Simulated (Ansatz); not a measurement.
Input and output for `O[B](O[SiH3])[AlH][F]`.

```yaml
crystal:
  periodic: [false, false, false]
  atoms:
    - {symbol: O, position_ang: [-1.384146, -0.044660, -2.006540]}
    - {symbol: B, position_ang: [-0.642560, 0.033226, -0.865236]}
    - {symbol: O, position_ang: [0.303313, -0.928398, -0.723579]}
    - {symbol: Si, position_ang: [1.443903, -1.317844, 0.405638]}
    - {symbol: Al, position_ang: [-0.955729, 1.584120, 0.612209]}
    - {symbol: F, position_ang: [0.028198, 1.550234, 1.944886]}
    - {symbol: H, position_ang: [-2.047056, 0.642545, -2.089412]}
    - {symbol: H, position_ang: [2.140937, -2.526570, -0.089970]}
    - {symbol: H, position_ang: [0.793314, -1.606023, 1.707992]}
    - {symbol: H, position_ang: [2.410326, -0.202087, 0.558743]}
    - {symbol: H, position_ang: [-2.025001, 2.758456, 0.565866]}
basis:
  gaussian: {orbitals: def2-mTZVP}
hamiltonian: {xc: {name: B2PLYP}, pseudopotentials: {relativity: none}}
accuracy: high
output: {forces: true}
```

```sh
$ ansatz run in.yaml --threads 4 --pin off --events-out ev --progress --plain --max-ram 10444MiB
```

Shortened log:

```
Functional definition: B2PLYP
2920 factors; integrals over basis functions are off by at most 2.5e-8 eV
mean field evaluation 1: about -22022.9573 eV, gradient 7.0e1 eV
mean field evaluation 2: about -22023.3597 eV, gradient 7.0e1 eV
mean field evaluation 4: about -22031.1568 eV, gradient 3.7e0 eV
mean field evaluation 8: about -22031.2195 eV, gradient 6.6e-1 eV
mean field evaluation 16: about -22031.2203 eV, gradient 9.3e-5 eV
mean field -22031.22025449 eV, -809.6324110552 hartree, gradient 3.3e-8 eV, S^2 0.000000; 0 other end points of the search recorded, 0 dependent functions left out
14 core orbitals not correlated: weight in the atoms' cores, before any rotation towards them, 1.000 or more for the frozen orbitals, at most 0.000 for the correlated occupied ones
reference -22031.22028665 eV, -809.6324122371 hartree; 17, 17 occupied and 114, 114 virtual orbitals, 2920 factors
second order -26.86326781 eV of doubles, -0.00000000 eV of singles
Total energy: -22038.47336896 eV, -809.8989580956 hartree
Atom 0 at    -1.384146    -0.044660    -2.006540 Å, force     0.052104    -0.251659    -0.238449 eV/Å
Atom 1 at    -0.642560     0.033226    -0.865236 Å, force    -0.005059     0.224445     0.269793 eV/Å
Atom 2 at     0.303313    -0.928398    -0.723579 Å, force    -0.107569    -0.074562    -0.243465 eV/Å
Atom 3 at     1.443903    -1.317844     0.405638 Å, force     0.413990    -0.181563     0.360283 eV/Å
Atom 4 at    -0.955729     1.584120     0.612209 Å, force    -0.241895     0.096264    -0.220572 eV/Å
Atom 5 at     0.028198     1.550234     1.944886 Å, force     0.162058    -0.006017     0.219226 eV/Å
Atom 6 at    -2.047056     0.642545    -2.089412 Å, force    -0.249992     0.227081    -0.070736 eV/Å
Atom 7 at     2.140937    -2.526570    -0.089970 Å, force    -0.055272     0.097340     0.040572 eV/Å
Atom 8 at     0.793314    -1.606023     1.707992 Å, force     0.055445     0.016835    -0.106591 eV/Å
Atom 9 at     2.410326    -0.202087     0.558743 Å, force    -0.073566    -0.095187    -0.014830 eV/Å
Atom 10 at    -2.025001     2.758456     0.565866 Å, force     0.049755    -0.052976     0.004768 eV/Å
Dipole moment:    -0.235673     0.143404    -0.151364 e Å
```

Hardware: 4 threads of a server CPU on a shared host. Wall time 12 s, peak host memory 0.78 GiB.
